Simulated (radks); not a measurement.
The numbers below are computed, except where a source is named.
Question: Valence configurations of Ge3+ (all share [Ar]). Level of theory: Dirac Kohn-Sham, BLYP, spin-unpolarised, spherical densities, finite nucleus; open shells fill j = l - 1/2 first; Fermi nuclear charge, rms radius 4.0742 fm (a radial shooting solver on a logarithmic mesh with Libxc functionals). Order these by energy: 3d10 4s1; 3d9.5 4p1.5; 3d9.5 4s1.5; 3d10 4s0.5 4p0.5; 3d8 4s1 4p2; 3d8 4s0.5 4p2.5; 3d9 4s2; 3d10 4p1; 3d9 4s1 4p1; 3d9.5 4s1 4p0.5.

Answer: From the lowest, in eV above it: 3d10 4s1 0.000; 3d10 4s0.5 4p0.5 5.073; 3d10 4p1 10.176; 3d9.5 4s1.5 11.866; 3d9.5 4s1 4p0.5 17.089; 3d9 4s2 25.436; 3d9.5 4p1.5 27.622; 3d9 4s1 4p1 36.211; 3d8 4s1 4p2 80.899; 3d8 4s0.5 4p2.5 86.924. NIST lists [Ar] 3d10 4s1 as the ground configuration; this level of theory agrees among the configurations tried. The energies are those of spherical spin-averaged densities, not of single terms.
